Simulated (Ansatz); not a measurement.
The same hydrogenolysis along the group F, Cl, I.

Calculated with Ansatz (gas phase, PBE0-D4/def2-TZVP geometries, no zero-point term in ΔE). CCSD(T)/CBS is the MP2 limit (def2-TZVPP, def2-QZVPP) plus CCSD(T) − MP2 in def2-TZVPP, frozen cores. This one scheme is used for every species. DFT in def2-TZVPP. Elements past krypton have def2 core potentials. For I outer-core shells are correlated without core-valence functions, which leaves a few kJ/mol of doubt a bond. Each species was taken in one conformer, which may not be the lowest.

| reaction | ωB97X-V (eV) | MP2/CBS(def2) (eV) |
| --- | --- | --- |
| `C=C(F)S` + H₂ → `C=CF` + H₂S | -0.69 | -0.62 |
| `C=C(S)Cl` + H₂ → `C=CCl` + H₂S | -0.70 | -0.56 |
| `C=C(S)I` + H₂ → `C=CI` + H₂S | -0.70 | -0.52 |

Problem. Give the CCSD(T)/CBS values in the same order. (An estimate is asked.)

Solution. Ansatz gave: -0.70, -0.68, -0.66 eV.

Largest T1 diagnostic: 0.012, for `C=C(F)S`.
